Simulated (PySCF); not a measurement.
C5H6N (cation, charge +1), SMILES c1[nH+]cccc1, B3LYP/def2-SVP optimised geometry.

```
12

C     -1.33     0.00     0.00
C     -0.65    -1.22     0.00
C      0.74    -1.22     0.00
N      1.40    -0.04     0.00
C      0.78     1.16     0.00
C     -0.61     1.20     0.00
H     -2.42     0.02     0.00
H     -1.19    -2.17     0.00
H      1.34    -2.13     0.00
H      2.42    -0.06     0.00
H      1.42     2.04     0.00
H     -1.11     2.17     0.00
```

Density from B3LYP/def2-TZVP in PySCF at that geometry.

Minimum of the electron density along straight lines between bonded atoms, close to the bond critical point (lines longer than 1.1 times the sum of covalent radii, or with two minima, are not listed):

```
bond    length / Å  ρ at the minimum / e bohr⁻³  ∇²ρ there / e bohr⁻⁵  position (fraction from the first atom)
------  ----------  ---------------------------  --------------------  ---------------------------------------
C1–C2        1.401                        0.316                 -0.94                                     0.50
C2–C3        1.387                        0.325                 -0.98                                     0.48
C3–N4        1.351                        0.326                 -0.90                                     0.35
N4–C5        1.351                        0.326                 -0.90                                     0.65
C1–C6        1.401                        0.316                 -0.94                                     0.50
C5–C6        1.387                        0.325                 -0.98                                     0.52
C1–H7        1.093                        0.287                 -1.05                                     0.66
C2–H8        1.091                        0.286                 -1.04                                     0.66
C3–H9        1.092                        0.289                 -1.07                                     0.67
N4–H10       1.022                        0.335                   ___                                     0.76
C5–H11       1.092                        0.289                 -1.07                                     0.67
C6–H12       1.091                        0.286                 -1.04                                     0.66
```

What belongs in the gaps?


- N4–H10, ∇²ρ there / e bohr⁻⁵: -1.85
